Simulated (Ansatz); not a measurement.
The inner images of a band of BClFH$_{4}$NO (9 atoms, charge 0, multiplicity 1) are given out of order.

Computed with RKS PBE-D4/def2-SVP in Ansatz.

Image 0:

```xyz
9
Properties=species:S:1:pos:R:3
B -0.053 0.176 0.263
Cl 0.099 -0.798 1.875
F 1.061 -0.029 -0.539
O -1.318 0.137 -0.357
H -1.558 -0.780 -0.573
N 0.064 1.745 0.769
H 0.995 1.922 1.171
H -0.098 2.388 -0.022
H -0.645 1.920 1.496
```

Image 6:

```xyz
9
Properties=species:S:1:pos:R:3
B -0.076 0.506 -0.299
Cl -0.243 -0.001 3.136
F 0.975 -0.285 -0.594
O -1.339 0.190 -0.700
H -1.371 -0.681 -1.134
N 0.149 1.685 0.488
H 1.093 2.068 0.562
H -0.582 2.397 0.541
H -0.059 0.801 2.083
```

Q: Put them in order from the first end to the last, with their energies above the first end.
A.
```xyz
9
Properties=species:S:1:pos:R:3
B -0.060 0.482 -0.139
Cl -0.302 -0.229 2.621
F 1.003 -0.314 -0.355
O -1.312 0.182 -0.573
H -1.389 -0.734 -0.891
N 0.154 1.754 0.533
H 1.098 2.144 0.543
H -0.576 2.465 0.446
H -0.069 0.931 1.897
```
B.
```xyz
9
Properties=species:S:1:pos:R:3
B -0.060 0.167 0.296
Cl -0.132 -0.784 1.930
F 1.120 -0.115 -0.379
O -1.252 0.172 -0.459
H -1.500 -0.735 -0.707
N 0.075 1.748 0.774
H 1.064 2.032 0.804
H -0.436 2.348 0.109
H -0.332 1.848 1.715
```
C.
```xyz
9
Properties=species:S:1:pos:R:3
B -0.066 0.520 -0.242
Cl -0.281 -0.164 2.912
F 0.984 -0.291 -0.479
O -1.330 0.186 -0.621
H -1.377 -0.725 -0.960
N 0.160 1.752 0.461
H 1.104 2.136 0.526
H -0.572 2.464 0.474
H -0.075 0.804 2.011
```
D.
```xyz
9
Properties=species:S:1:pos:R:3
B -0.074 0.379 0.001
Cl -0.297 -0.292 2.440
F 1.035 -0.300 -0.333
O -1.293 0.175 -0.562
H -1.392 -0.733 -0.901
N 0.129 1.735 0.665
H 1.070 2.135 0.559
H -0.599 2.429 0.455
H -0.031 1.153 1.758
```
E.
```xyz
9
Properties=species:S:1:pos:R:3
B -0.101 0.191 0.277
Cl -0.321 -0.577 2.068
F 1.084 -0.256 -0.274
O -1.246 0.177 -0.532
H -1.392 -0.716 -0.889
N 0.105 1.751 0.748
H 1.037 2.122 0.517
H -0.632 2.377 0.395
H 0.013 1.612 1.773
```

A: B (+0.01 eV), E (+0.10 eV), D (+0.74 eV), A (+0.48 eV), C (+0.36 eV).

Time of the run: 65 s on 2 threads of Intel(R) Xeon(R) 6975P-C (Granite Rapids) (shared host), peak memory 0.15 GiB.
